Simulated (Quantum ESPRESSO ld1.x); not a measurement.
Results of a calculation; reference values are marked as such.
Orbital energies (hartree) of neutral zinc, [Ar] 3d10 4s2: non-relativistic, with first-order perturbation theory as ld1.x prints it (mass-velocity, Darwin and spin-orbit terms), and from the self-consistent Dirac equation with open shells shared by 2j + 1. Spin-unpolarised spherical Kohn-Sham, BLYP, point nucleus, ld1.x of Quantum ESPRESSO 7.5.

| orbital | non-rel. | first order | Dirac |
|---|---|---|---|
| 1s1/2 | -345.729 | -350.923 | -350.068 |
| 2s1/2 | -41.6129 | -42.7652 | -42.5593 |
| 2p1/2 | -36.6852 | -37.7379 | -37.4887 |
| 2p3/2 | -36.6852 | -36.8836 | -36.6106 |
| 3s1/2 | -4.5840 | -4.7752 | -4.7376 |
| 3p1/2 | -3.0200 | -3.1717 | -3.1333 |
| 3p3/2 | -3.0200 | -3.0625 | -3.0203 |
| 3d3/2 | -0.3850 | -0.4037 | -0.3773 |
| 3d5/2 | -0.3850 | -0.3905 | -0.3642 |
| 4s1/2 | -0.2133 | -0.2241 | -0.2191 |

First order keeps the non-relativistic potential frozen, so it lacks the indirect effect: the contracted s and p shells screen the nucleus better and push d and f levels up in the self-consistent Dirac solution.
